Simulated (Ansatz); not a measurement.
Cost and result for the atomization energy of CH$_{5}$GaO, SMILES `O[CH2][GaH2]` (8 atoms, 7 bonds).

Charge 0, multiplicity 1. Correlated methods include outer-core shells of Ga, which these sets cover unevenly. Scalar relativity is left out up to krypton. The structure was optimised at the PBE0-D4/def2-TZVP level. It is one conformer, not always the lowest. Program: Ansatz. All runs use 2 threads of an Intel Xeon Platinum 8488C on a shared host. Times are those of one run each, without the atoms' runs, and a repeat can differ threefold. Electronic energies, without spin–orbit coupling; frozen cores. CCSD(T)/CBS adds CCSD(T) − MP2 in def2-TZVPP to the MP2 limit, and its time is that of the two runs behind it. T1 = 0.012. With those shells the extrapolation isn't a true limit. B3LYP takes the VWN-RPA correlation (the form of Gaussian; ORCA's B3LYP/G). HSE06 is the plane-wave form, built on full-range PBE exchange.

CCSD(T)/CBS is a level of theory with its own doubt, some kJ/mol a heavy atom from the limit and from the frozen cores, so smaller differences don't rank the functionals.

```json
{"level": "revPBE-D4/def2-TZVPP", "functions": "180", "wall time": "1.3 s", "atomization (kcal/mol)": "581.1", "difference from CCSD(T)/CBS": "-11.6", "per bond": "-1.7"}
{"level": "PBE-D4/def2-TZVPP (with forces)", "functions": "180", "wall time": "1.6 s", "atomization (kcal/mol)": "595.6", "difference from CCSD(T)/CBS": "2.9", "per bond": "0.4"}
{"level": "BHLYP-D4/def2-TZVPP", "functions": "180", "wall time": "1.8 s", "atomization (kcal/mol)": "569.8", "difference from CCSD(T)/CBS": "-22.9", "per bond": "-3.3"}
{"level": "PBE0-D4/def2-TZVPP", "functions": "180", "wall time": "1.9 s", "atomization (kcal/mol)": "586.0", "difference from CCSD(T)/CBS": "-6.7", "per bond": "-1.0"}
{"level": "HSE06-D4/def2-TZVPP", "functions": "180", "wall time": "2.1 s", "atomization (kcal/mol)": "586.4", "difference from CCSD(T)/CBS": "-6.3", "per bond": "-0.9"}
{"level": "CCSD(T)/def2-SVP", "functions": "85", "wall time": "2.4 s", "atomization (kcal/mol)": "558.0", "difference from CCSD(T)/CBS": "-34.7", "per bond": "-5.0"}
{"level": "B3LYP-D4/def2-TZVPP (with forces)", "functions": "180", "wall time": "2.6 s", "atomization (kcal/mol)": "586.5", "difference from CCSD(T)/CBS": "-6.2", "per bond": "-0.9"}
{"level": "r2SCANh-D4/def2-TZVPP", "functions": "180", "wall time": "2.8 s", "atomization (kcal/mol)": "586.7", "difference from CCSD(T)/CBS": "-6.0", "per bond": "-0.9"}
{"level": "B2PLYP/def2-TZVPP", "functions": "180", "wall time": "3.1 s", "atomization (kcal/mol)": "582.3", "difference from CCSD(T)/CBS": "-10.4", "per bond": "-1.5"}
{"level": "B97M-V/def2-TZVPP", "functions": "180", "wall time": "5 s", "atomization (kcal/mol)": "590.9", "difference from CCSD(T)/CBS": "-1.8", "per bond": "-0.3"}
{"level": "MP2/def2-QZVPP", "functions": "353", "wall time": "13 s", "atomization (kcal/mol)": "592.9", "difference from CCSD(T)/CBS": "0.2", "per bond": "0.0"}
{"level": "CCSD(T)/def2-TZVPP", "functions": "180", "wall time": "33 s", "atomization (kcal/mol)": "579.7", "difference from CCSD(T)/CBS": "-13.0", "per bond": "-1.9"}
{"level": "CCSD(T)/CBS(def2)", "functions": "–", "wall time": "46 s", "atomization (kcal/mol)": "592.7", "difference from CCSD(T)/CBS": "0.0", "per bond": "0.0"}
```

From BLYP to BHLYP (50 % exact exchange), in def2-TZVPP and without D4, the atomization energy moves by −11.9 kcal/mol: exact exchange takes away binding that semilocal exchange gives to molecules. In def2-TZVPP, CCSD(T) changes the Hartree–Fock value by +161.9 kcal/mol (the triples alone add +7.7 kcal/mol) and MP2 by +167.3 kcal/mol; breaking electron pairs costs correlation energy, which Hartree–Fock lacks. The D4 term adds +4.5 kcal/mol with B3LYP and +2.3 kcal/mol with PBE0; it sums over pairs of atoms, weighted by their polarisabilities, and B3LYP, whose exchange is more repulsive, gets the larger term.
